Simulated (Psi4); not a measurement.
C₄H₁₂NSi (SMILES CN(C)[Si](C)C), doublet, geometry from GFN2-xTB; Psi4 1.11 with MP2/STO-3G.

Input for Psi4:
```
memory 2 GB

molecule mol {
0 2
  C     1.475983   -0.631832    1.360728
  N     0.909895    0.029489    0.216181
  C     1.921869    0.558112   -0.658103
  Si   -0.676309   -0.374358   -0.374498
  C    -1.824993   -0.518541    1.143151
  C    -1.247137    1.069354   -1.485401
  H     2.107710   -1.481198    1.070243
  H     2.097414    0.071553    1.923872
  H     0.684928   -0.994820    2.009380
  H     1.458848    1.069721   -1.496068
  H     2.576409   -0.231686   -1.048835
  H     2.546350    1.271948   -0.111774
  H    -2.862566   -0.497578    0.825595
  H    -1.673908   -1.442563    1.691988
  H    -1.668923    0.310808    1.830799
  H    -0.763736    1.062207   -2.457060
  H    -2.316907    1.004876   -1.656537
  H    -1.040897    2.028753   -1.014157
}

set basis sto-3g
set reference uhf
set freeze_core true
set mp2_type conv
set scf_type pk
set puream true
set d_convergence 1e-8

energy('mp2')
print_variables()
```

What the program printed (banner, timings and long lists left out):

```
   => Loading Basis Set <=

    Name: STO-3G
    Role: ORBITAL
    Keyword: BASIS

         ---------------------------------------------------------
                                   SCF
               by Justin Turney, Rob Parrish, Andy Simmonett
                          and Daniel G. A. Smith
                              UHF Reference
         ---------------------------------------------------------

  ==> Geometry <==

    Molecular point group: c1
    Full point group: C1

    Geometry (in Angstrom), charge = 0, multiplicity = 2:

       Center              X                  Y                   Z               Mass
    ------------   -----------------  -----------------  -----------------  -----------------
         C            1.486929742407    -0.610804916088     1.375872842732    12.000000000000
         N            0.920841742407     0.050516083912     0.231325842732    14.003074004430
         C            1.932815742407     0.579139083912    -0.642958157268    12.000000000000
         SI          -0.665362257593    -0.353330916088    -0.359353157268    27.976926534650
         C           -1.814046257593    -0.497513916088     1.158295842732    12.000000000000
         C           -1.236190257593     1.090381083912    -1.470256157268    12.000000000000
         H            2.118656742407    -1.460170916088     1.085387842732     1.007825032230
         H            2.108360742407     0.092580083912     1.939016842732     1.007825032230
         H            0.695874742407    -0.973792916088     2.024524842732     1.007825032230
         H            1.469794742407     1.090748083912    -1.480923157268     1.007825032230
         H            2.587355742407    -0.210658916088    -1.033690157268     1.007825032230
         H            2.557296742407     1.292975083912    -0.096629157268     1.007825032230
         H           -2.851619257593    -0.476550916088     0.840739842732     1.007825032230
         H           -1.662961257593    -1.421535916088     1.707132842732     1.007825032230
         H           -1.657976257593     0.331835083912     1.845943842732     1.007825032230
         H           -0.752789257593     1.083234083912    -2.441915157268     1.007825032230
         H           -2.305960257593     1.025903083912    -1.641392157268     1.007825032230
         H           -1.029950257593     2.049780083912    -0.999012157268     1.007825032230

  Running in c1 symmetry.

  Rotational constants: A =      0.11681  B =      0.07775  C =      0.05074 [cm^-1]
  Rotational constants: A =   3501.83683  B =   2330.95707  C =   1521.29152 [MHz]
  Nuclear repulsion =  314.222004629675723

  Charge       = 0
  Multiplicity = 2
  Electrons    = 57
  Nalpha       = 29
  Nbeta        = 28

  ==> Algorithm <==

  SCF Algorithm Type is PK.
  DIIS enabled.
  MOM disabled.
  Fractional occupation disabled.
  Guess Type is SAD.
  Energy threshold   = 1.00e-08
  Density threshold  = 1.00e-08
  Integral threshold = 1.00e-12

  ==> Primary Basis <==

  Basis Set: STO-3G
    Blend: STO-3G
    Number of shells: 32
    Number of basis functions: 46
    Number of Cartesian functions: 46
    Spherical Harmonics?: true
    Max angular momentum: 1

  ==> Integral Setup <==

  Using in-core PK algorithm.
   Calculation information:
      Number of atoms:                  18
      Number of AO shells:              32
      Number of primitives:             96
      Number of atomic orbitals:        46
      Number of basis functions:        46

      Integral cutoff                 1.00e-12
      Number of threads:                 1

  Performing in-core PK
  Using 1169642 doubles for integral storage.
  We computed 129754 shell quartets total.
  Whereas there are 139656 unique shell quartets.

  ==> DiskJK: Disk-Based J/K Matrices <==

    J tasked:                  Yes
    K tasked:                  Yes
    wK tasked:                  No
    Schwarz Cutoff:          1E-12

[...]
  @UHF Final Energy:  -495.95903629036491
    Total Energy =                       -495.9590362903649066
  DIE_IF_NOT_CONVERGED          => (empty)
[...]
  ORTH_TYPE                     => (empty)
  OS_SCALE                      => (empty)
  PARENT_SYMMETRY               => (empty)
  PCG_BETA_TYPE                 => (empty)
  PCG_CONVERGENCE               => (empty)
  PCG_MAXITER                   => (empty)
  PCM                           => (empty)
  PE                            => (empty)
  PRINT                         => (empty)
  PRINT_NOONS                   => (empty)
  PROPERTIES                    => (empty)
  PROPERTIES_ORIGIN             => (empty)
  PUREAM                        => TRUE            !
  QC_MODULE                     => (empty)
  RAS1                          => (empty)
  RAS2                          => (empty)
  RAS3                          => (empty)
  RAS4                          => (empty)
  RELATIVISTIC                  => (empty)
  RELAXED                       => (empty)
  REMP_A                        => (empty)
  RESTRICTED_DOCC               => (empty)
  RESTRICTED_UOCC               => (empty)
  RMS_MOGRAD_CONVERGENCE        => (empty)
  R_CONVERGENCE                 => (empty)
  SCF_TYPE                      => PK              !
  SCREENING                     => (empty)
  SCS_TYPE                      => (empty)
  SOCC                          => (empty)
  SOS_TYPE                      => (empty)
  SPIN_SCALE_TYPE               => NONE            !
  SS_SCALE                      => (empty)
  SYMMETRIZE                    => (empty)
  TPDM_ABCD_TYPE                => (empty)
  WFN                           => (empty)
  WFN_TYPE                      => OMP2            !
  WRITER_FILE_LABEL             => (empty)
  ZORA_BASIS_TOLERANCE          => (empty)
  ZORA_NR_DEBUG                 => (empty)
  ZORA_PRUNING_SCHEME           => (empty)
  ZORA_RADIAL_POINTS            => (empty)
  ZORA_SPHERICAL_POINTS         => (empty)

 ==============================================================================
 ==============================================================================
 ==============================================================================

                             MP2
                    Program Written by Ugur Bozkaya,
              Additional Contributions by J. P. Misiewicz

 ==============================================================================
 ==============================================================================
 ==============================================================================

	MO spaces per irreps...

	IRREP   FC   AOCC  BOCC  AVIR    BVIR  FV
	==========================================
	   A    10    19    18    17     18     0
	==========================================

	Computing MP2 energy using SCF MOs (Canonical MP2)...
	==============================================================================
	Nuclear Repulsion Energy (a.u.)    :   314.22200462967572
	SCF Energy (a.u.)                  :  -495.95903629036491
	REF Energy (a.u.)                  :  -495.95903629036491
	Alpha-Alpha Contribution (a.u.)    :    -0.01525048757038
	Alpha-Beta Contribution (a.u.)     :    -0.24972097770835
	Beta-Beta Contribution (a.u.)      :    -0.01781783547876
	Scaled_SS Correlation Energy (a.u.):    -0.01102277434971
	Scaled_OS Correlation Energy (a.u.):    -0.29966517325002
	SCS-MP2 Total Energy (a.u.)        :  -496.26972423796468
	SOS-MP2 Total Energy (a.u.)        :  -496.25870146361495
	SCSN-MP2 Total Energy (a.u.)       :  -496.01723653893140
	SCS-MP2-VDW Total Energy (a.u.)    :  -496.29521330335621
	SOS-PI-MP2 Total Energy (a.u.)     :  -496.30864565915658
	MP2 Correlation Energy (a.u.)      :    -0.28278930075749
	MP2 Total Energy (a.u.)            :  -496.24182559112239
	==============================================================================

  Variable Map:
  ----------------------------------------------------------------------------
[...]
  Array Variable Map:
  ----------------------------------------------------------------------------
[...]
[...]
```
